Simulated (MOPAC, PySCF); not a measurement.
Noncovalent pair: HBr (SMILES Br) (first 2 atoms) with CH6Si (SMILES C[SiH3]); geometry from B3LYP-D3(BJ)/def2-TZVP, rigid monomers moved along the line of their centres of mass till H2···H9 is 1.75 Å.
(charge 0, multiplicity 1):
```xyz
10

Br    -1.429     0.061    -0.171
H     -0.303    -0.166     0.681
C     -1.048     0.462     3.571
Si     0.718    -0.099     3.309
H     -1.232     0.673     4.626
H     -1.754    -0.306     3.250
H     -1.259     1.368     3.001
H      1.684     0.947     3.720
H      0.960    -0.386     1.867
H      1.007    -1.343     4.061
```

Counterpoise-corrected where a basis set is named; no monomer relaxation. Rows marked so take none.

Rows in 6-31G* carry no dispersion term and start afresh at each structure (6-31G* with six Cartesian d functions); the Pople sets are all-electron and without relativity. The state reached by AM1, PM3, PM7 isn't checked; PM7 holds dispersion and hydrogen-bond terms.

The values were computed with MOPAC for AM1, PM3, PM7 (differences of heats of formation); PySCF for 6-31G* rows. 

Task: One of these levels gives 0.18 kcal/mol for the interaction energy. Which one is it?
A. PM7
B. HF/6-31G* (no counterpoise)
C. PM3
D. AM1

Result: A, PM7. The others give 1.01 (AM1), -7.20 (PM3), 2.57 (HF/6-31G* (no counterpoise))
